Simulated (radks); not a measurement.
Results of a calculation; reference values are marked as such.
Species: Cs2.5+. Configuration: [Kr] 4d10 5p(up 2.5, down 2.5) 5s(up 0.75, down 0.75) (fractional occupations, a model configuration).

Level of theory: scalar-relativistic Kohn-Sham, r2SCAN, spin-polarised, spherical densities, finite nucleus; meta-GGA in the generalised Kohn-Sham scheme; Fermi nuclear charge, rms radius 4.8041 fm (a radial shooting solver on a logarithmic mesh with Libxc functionals).

Energy parts (hartree):
| part | energy |
|---|---|
| total | -7785.7781 |
| kinetic | 8203.1272 |
| electron-nucleus | -18794.3151 |
| Hartree | 2997.2440 |
| exchange-correlation | -191.8342 |

Orbitals (lengths in bohr, moments of r in powers of bohr; r(90%) holds 90 % of the orbital's charge):
1s: occ. 2; eigenvalue (hartree) -1318.692; r(90%) 0.0470
2s: occ. 2; eigenvalue (hartree) -208.2622; r(90%) 0.173
2p: occ. 6; eigenvalue (hartree) -186.7973; r(90%) 0.160
3s: occ. 2; eigenvalue (hartree) -44.25665; r(90%) 0.438
3p: occ. 6; eigenvalue (hartree) -37.30608; r(90%) 0.444
3d: occ. 10; eigenvalue (hartree) -27.11752; r(90%) 0.428
4s: occ. 2; eigenvalue (hartree) -9.16007; r(90%) 0.999
4p: occ. 6; eigenvalue (hartree) -6.92442; r(90%) 1.08
4d: occ. 10; eigenvalue (hartree) -3.65666; r(90%) 1.26
5s: occ. 1.5; eigenvalue (hartree) -1.81312; r(90%) 2.44
5p: occ. 5; eigenvalue (hartree) -1.27740; r(90%) 2.81

The highest occupied level is 5p at -34.760 eV. Summed over all electrons, <r^2> = 40.81 bohr^2, which gives a Langevin (diamagnetic) susceptibility term of -32.3 x 10^-6 cm^3/mol.
